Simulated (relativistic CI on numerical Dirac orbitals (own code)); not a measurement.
Computed by Dirac-Coulomb-Breit CI, separate exchange-only KLI orbitals for each configuration, model QED, unscaled Slater integrals (own radial code, finite nucleus).

The strongest absorption lines from the ground level of an ion, among the configurations computed and to levels below about 126 eV (vacuum wavelength in nm, gf): 12.278 (0.6), 12.444 (0.45), 12.860 (0.83), 18.946 (1.2), 19.461 (11), 19.980 (1.5), 20.232 (5.7), 20.392 (2.2).

Which ion is it?
A. Cd¹⁴⁺
B. Pd¹²⁺
C. Ru¹⁰⁺
D. Ru⁸⁺

C. Ru¹⁰⁺ has 34 electrons and the ground level 4s²4p⁴ ³P2; the strongest line goes to 4s²4p³4d ³D°3. The pattern of lines fixes the number of electrons, and along that sequence the line energies rise steadily with the charge (about as its square where n changes within one kind of shell, about linearly where n is kept but much faster in heavy ions where fine structure, which grows about as Z⁴, sets the gap, and irregularly where shells cross), which fixes Z. Configurations outside the model, such as inner-shell arrays, can give stronger lines. At this charge energies of transitions that change n are usually good to better than 1 %, and those within a shell (Δn = 0) to a few per cent.

LS names give the leading component of a level, which can be under half, so a name can repeat, a term be missing and a line seem to break the LS rules.
